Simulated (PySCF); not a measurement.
EuO from Hartree–Fock to correlated methods

State: octet, about 6.9 electrons in the 4f shell (Mulliken). Set-up: basis Eu x2c-TZVPall, O x2c-TZVPall; spin-free X2C with a Gaussian nucleus; PySCF 2.14. De refers to Eu (4f7 6s2) + O in their high-spin ground configurations, without counterpoise correction. The functionals are run spin-unrestricted. A positive dipole means Eu(−)O(+). Levels whose curve was spin-contaminated or gave no clean fit are not listed.

```tsv
Level	Re (Å)	ωe (cm⁻¹)	De (eV)	μ (D)
UHF	1.896	725	n/a	-9.59
UHF-MP2	1.878	740	n/a	n/a
UHF-SCS-MP2	1.888	737	n/a	n/a
r²SCAN	1.850	736	5.84	-4.93
r²SCANh	1.849	731	5.42	-5.29
PBE0	1.854	714	4.96	-6.11
```

The bond length runs from 1.849 Å (r²SCANh) to 1.896 Å (UHF). De spans 4.96 eV (PBE0, global hybrid GGA) to 5.84 eV (r²SCAN, meta-GGA).

Correlated steps freeze 19 core orbitals. These are scalar-relativistic numbers at best; spin–orbit coupling would shift them, the dissociation energy most. The state is the lowest single determinant that the PBE0 search found; with open d or f shells the true ground state can be another one.

The whole job (state search and all levels along the bond) took about 13 min on 4 threads of Intel Xeon Platinum 8259CL @ 2.50GHz (shared host), peak memory 7.3 GiB.
